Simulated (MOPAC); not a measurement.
A run for MOPAC: PM3 on C2H5B (SMILES BC=C), a point of a bond scan (R = 1.194 Å).

```
PM3 1SCF PRECISE CHARGE=0 THREADS=1
C2H5B

B     -0.19234175 1     0.13481091 1     1.34229151 1
H     -0.50441493 1     1.28521043 1     1.41149558 1
H     -0.13703202 1    -0.51541306 1     2.34021942 1
C      0.12716890 1    -0.46653708 1    -0.03328683 1
C      0.06087359 1     0.27672265 1    -1.14769155 1
H      0.41541955 1    -1.50959045 1    -0.14140796 1
H      0.30253480 1    -0.15815417 1    -2.23326375 1
H     -0.22108437 1     1.32324500 1    -1.10131893 1
```

It printed:

```
*******************************************************************************
 **                                                                           **
 **                              MOPAC v23.2.5                                **
 **                                                                           **
 *******************************************************************************
 ** MOPAC's Digital Object Identifier: https://doi.org/10.5281/zenodo.6511958 **
 **                                                                           **
 ** Please cite the open-source release paper for use of this MOPAC version:  **
 ** J. E. Moussa and J. J. P. Stewart (2026)                                  **
 ** MOPAC: An open-source semiempirical molecular orbital program             **
 ** J. Open Source Softw., 11(119), 8025, https://doi.org/10.21105/joss.08025 **
 *******************************************************************************

                              PM3 CALCULATION RESULTS

 *******************************************************************************
 *  PM3        - The PM3 Hamiltonian to be used
 *
 *
 *
 *                 CHARGE ON SYSTEM = 0
 *
 *
 *
 *  PRECISE    - TIGHTER CRITERIA TO BE USED
 *  1SCF       - DO 1 SCF AND THEN STOP
 *  THREADS=1  - MULTI-THREADING NOT USED
 *  T=         - A TIME OF 172800.0 SECONDS REQUESTED
 *  DUMP=N     - RESTART FILE WRITTEN EVERY 7200.0 SECONDS REQUESTED
 *******************************************************************************
PM3 1SCF PRECISE CHARGE=0 THREADS=1
 C2H5B

   ATOM   CHEMICAL          X               Y               Z
  NUMBER   SYMBOL      (ANGSTROMS)     (ANGSTROMS)     (ANGSTROMS)

     1       B         -0.19234175  *   0.13481091  *   1.34229151  *
     2       H         -0.50441493  *   1.28521043  *   1.41149558  *
     3       H         -0.13703202  *  -0.51541306  *   2.34021942  *
     4       C          0.12716890  *  -0.46653708  *  -0.03328683  *
     5       C          0.06087359  *   0.27672265  *  -1.14769155  *
     6       H          0.41541955  *  -1.50959045  *  -0.14140796  *
     7       H          0.30253480  *  -0.15815417  *  -2.23326375  *
     8       H         -0.22108437  *   1.32324500  *  -1.10131893  *



          CARTESIAN COORDINATES

    NO.       ATOM           X           Y           Z

     1         B         -0.1923      0.1348      1.3423
     2         H         -0.5044      1.2852      1.4115
     3         H         -0.1370     -0.5154      2.3402
     4         C          0.1272     -0.4665     -0.0333
     5         C          0.0609      0.2767     -1.1477
     6         H          0.4154     -1.5096     -0.1414
     7         H          0.3025     -0.1582     -2.2333
     8         H         -0.2211      1.3232     -1.1013

  H: (PM3): J. J. P. STEWART, J. COMP. CHEM. 10, 209 (1989).
  B: (PM3): J. J. P. STEWART, J. MOL. MOD., 10, 155-164 (2004)
  C: (PM3): J. J. P. STEWART, J. COMP. CHEM. 10, 209 (1989).

           Empirical Formula: C2 H5 B  =     8 atoms



      MOLECULAR POINT GROUP   :   Cs


      RHF CALCULATION, NO. OF DOUBLY OCCUPIED LEVELS = 8


 -------------------------------------------------------------------------------
 PM3 1SCF PRECISE CHARGE=0 THREADS=1
 C2H5B



     1SCF WAS SPECIFIED, SO BFGS WAS NOT USED
     SCF FIELD WAS ACHIEVED


                              PM3 CALCULATION
                                                       MOPAC v23.2.5 Linux




          FINAL HEAT OF FORMATION =         47.24568 KCAL/MOL =     197.67591 KJ/MOL


          COSMO AREA              =         93.33 SQUARE ANGSTROMS
          COSMO VOLUME            =         76.12 CUBIC ANGSTROMS

          IONIZATION POTENTIAL    =         11.184525 EV
          HOMO LUMO ENERGIES (EV) =        -11.185 -0.494
          NO. OF FILLED LEVELS    =          8
          MOLECULAR WEIGHT        =         39.8715         POINT GROUP:  Cs

          MOLECULAR DIMENSIONS (Angstroms)

            Atom       Atom       Distance
            H     7    H     3     4.60843
            H     6    H     2     3.01234
            C     5    H     8     0.00000


          SCF CALCULATIONS        =          1





   ATOM   CHEMICAL          X               Y               Z
  NUMBER   SYMBOL      (ANGSTROMS)     (ANGSTROMS)     (ANGSTROMS)

     1       B         -0.19234175  *   0.13481091  *   1.34229151  *
     2       H         -0.50441493  *   1.28521043  *   1.41149558  *
     3       H         -0.13703202  *  -0.51541306  *   2.34021942  *
     4       C          0.12716890  *  -0.46653708  *  -0.03328683  *
     5       C          0.06087359  *   0.27672265  *  -1.14769155  *
     6       H          0.41541955  *  -1.50959045  *  -0.14140796  *
     7       H          0.30253480  *  -0.15815417  *  -2.23326375  *
     8       H         -0.22108437  *   1.32324500  *  -1.10131893  *

                             CARTESIAN COORDINATES

   1    B       -0.192341750     0.134810910     1.342291510
   2    H       -0.504414930     1.285210430     1.411495580
   3    H       -0.137032020    -0.515413060     2.340219420
   4    C        0.127168900    -0.466537080    -0.033286830
   5    C        0.060873590     0.276722650    -1.147691550
   6    H        0.415419550    -1.509590450    -0.141407960
   7    H        0.302534800    -0.158154170    -2.233263750
   8    H       -0.221084370     1.323245000    -1.101318930


           Empirical Formula: C2 H5 B  =     8 atoms



      MOLECULAR POINT GROUP   :   Cs


                  EIGENVALUES
 -33.63267 -22.89442 -19.37264 -16.26649 -14.62667 -12.31051 -11.88224 -11.18452
  -0.49446   2.07839   2.87502   3.70204   3.96865   4.37052   4.48959   5.22566
   5.52003


              NET ATOMIC CHARGES AND DIPOLE CONTRIBUTIONS

  ATOM NO.   TYPE          CHARGE      No. of ELECS.   s-Pop       p-Pop
    1          B          -0.086984        3.0870     1.08685     2.00014
    2          H           0.020801        0.9792     0.97920
    3          H           0.029556        0.9704     0.97044
    4          C          -0.223592        4.2236     1.17926     3.04434
    5          C           0.018344        3.9817     1.20936     2.77230
    6          H           0.096830        0.9032     0.90317
    7          H           0.070354        0.9296     0.92965
    8          H           0.074691        0.9253     0.92531
 DIPOLE           X         Y         Z       TOTAL
 POINT-CHG.     0.095     0.244    -1.368     1.393
 HYBRID         0.074    -0.119    -0.362     0.388
 SUM            0.169     0.125    -1.731     1.744


          ATOMIC ORBITAL ELECTRON POPULATIONS

     Atom    s        px        py        pz
    1  B   1.08685   0.21423   0.89583   0.89008
    2  H   0.97920
    3  H   0.97044
    4  C   1.17926   1.02124   1.01234   1.01075
    5  C   1.20936   0.83665   0.97766   0.95799
    6  H   0.90317
    7  H   0.92965
    8  H   0.92531

 **********************
 *                    *
 * JOB ENDED NORMALLY *
 *                    *
 **********************




 == MOPAC DONE ==
```

The run finished.

Cost: about 0.05 core-seconds (a rough figure).
